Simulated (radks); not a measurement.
Problem. The mean radii <r> (bohr) of the occupied orbitals of an atom or ion are listed with their occupations. Calculated with a radial shooting solver on a logarithmic mesh with Libxc functionals: Dirac Kohn-Sham, BLYP, spin-unpolarised, spherical densities, finite nucleus; Fermi nuclear charge, rms radius of each element as measured or else 0.836 A^(1/3) + 0.57 fm.

| orbital | occ. | <r> |
|---|---|---|
| 1s1/2 | 2 | 0.01687 |
| 2s1/2 | 2 | 0.07047 |
| 2p1/2 | 2 | 0.05798 |
| 2p3/2 | 4 | 0.06653 |
| 3s1/2 | 2 | 0.1833 |
| 3p1/2 | 2 | 0.1736 |
| 3p3/2 | 4 | 0.1892 |
| 3d3/2 | 4 | 0.1648 |
| 3d5/2 | 6 | 0.1696 |
| 4s1/2 | 2 | 0.4069 |
| 4p1/2 | 2 | 0.4093 |
| 4p3/2 | 4 | 0.4434 |
| 4d3/2 | 4 | 0.4518 |
| 4d5/2 | 6 | 0.4630 |
| 5s1/2 | 2 | 0.9184 |
| 4f5/2 | 6 | 0.4939 |
| 4f7/2 | 8 | 0.5007 |
| 5p1/2 | 2 | 0.9852 |
| 5p3/2 | 4 | 1.072 |
| 5d3/2 | 4 | 1.325 |
| 5d5/2 | 2 | 1.360 |

Name the element and its charge. Open shells, if any, fill j = l - 1/2 first.

Solution. Z = 79, gold, charge +5: Au5+ in [Xe] 4f14 5d6. The 1s radius gives Z: for a bare nucleus <r> = (2 gamma + 1)/(2Z) with gamma = sqrt(1 - (Z/c)^2), 0.01667 bohr for Z = 79, and screening makes it slightly larger (0.01687 here). The occupations add up to 74, and the charge is Z minus that.
